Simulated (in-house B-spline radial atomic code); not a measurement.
Results of a calculation; reference values are marked as such.
## Making a Troullier-Martins d channel for Zn, r_c = 1.28 bohr

Zn, [Ar] 3d10 4s2, non-relativistic PBE, spherical and spin-unpolarised, from a B-spline radial code for spherical atoms (atomic units). The all-electron 3d level is ε = -0.388316 hartree and its outer maximum at 0.57 bohr.

Inside r_c the pseudo-orbital is u(r) = r^3 exp(p(r)), with p = c0 + c2 r² + c4 r⁴ + … + c12 r¹². The seven coefficients follow from p and its first four derivatives at r_c, from zero curvature of the screened potential at the origin, c4 = −c2²/(2l + 5), and from the norm inside r_c. At r_c the all-electron orbital has P = 0.6076539, P' = -0.6045618, the screened potential V = -1.77829, V' = 3.384241, V'' = -9.324152, and the norm inside is Q = 0.8131683.

Task: What are p, p' and p'' at r_c?

Result: p = ln(P/r_c^3) = ln(0.6076539/2.09715) = -1.23873. p' = P'/P − 3/r_c = -0.99491 − 2.34375 = -3.33866. The radial equation gives p'' = 2(V − ε) − 2(3) p'/r_c − p'² = -2.77995 − (-15.64997) − 11.14666 = 1.72337. Differentiating, p''' = 2V' + 2(3)p'/r_c² − 2(3)p''/r_c − 2p'p'' = -2.0289, and p'''' = 2V'' − 4(3)p'/r_c³ + 4(3)p''/r_c² − 2(3)p'''/r_c − 2p''² − 2p'p''' = 3.1009.

For a trial c2 the five matching conditions are linear in c0, c6, c8, c10 and c12, and c2 is varied until the norm inside r_c equals Q. The root nearest zero gives:

| n | c_n |
| --- | --- |
| 0 | 3.162159 |
| 2 | -3.983063 |
| 4 | -1.762754 |
| 6 | 4.91498 |
| 8 | -3.558511 |
| 10 | 1.162359 |
| 12 | -0.1468466 |

Task: Check c4 and p(r_c), and find the screened pseudopotential at the origin.

Result: −c2²/9 = -1.76275, as listed. The terms c_n r_c^n are 3.16216, -6.52585, -4.73186, 21.61631, -25.64177, 13.72271, -2.84043, which sum to -1.23873. Inverting the radial equation, V_l(r) = ε + 3 p'/r + (p'' + p'²)/2, so V_l(0) = ε + (2l + 3) c2 = -0.388316 + 7 × (-3.98306) = -28.2698 hartree, finite where the all-electron potential diverges.

Orbitals and screened potentials:

```csv
r (bohr),P,u,V all-electron,V pseudo
0.128,0.2039,0.04639,-151.4,-28.21
0.32,0.7961,0.5078,-37.11,-26.39
0.512,1.032,1.064,-15.34,-19.46
0.704,0.9985,1.126,-7.581,-9.609
0.896,0.8722,0.9159,-4.257,-3.254
1.088,0.7332,0.7358,-2.647,-1.948
1.28,0.6077,0.6077,-1.778,-1.778
```

Logarithmic derivatives P'/P at R = 1.58 bohr, for energies E around ε:

```tsv
E − ε (hartree)	all-electron	pseudo
-0.5	0.871627	0.891258
-0.25	0.296168	0.307308
-0.1	-0.31453	-0.311075
0	-1.00185	-1.00185
0.1	-2.26299	-2.24975
0.25	-10.3374	-9.58297
0.5	6.4505	7.14544
```

Task: With P(R) = 0.4499222 and a norm of 0.8964543 inside R, what slope in energy does norm conservation fix?

Result: d(P'/P)/dE = −2 × (norm inside R)/P(R)² = -8.8569 per hartree·bohr at E = ε, for both atoms, since orbital and norm agree at R. Differences over ±0.1 hartree give -9.7423 (all-electron) and -9.6934 (pseudo), which also hold third-order terms. Half a hartree below ε the two curves differ by +0.0196.
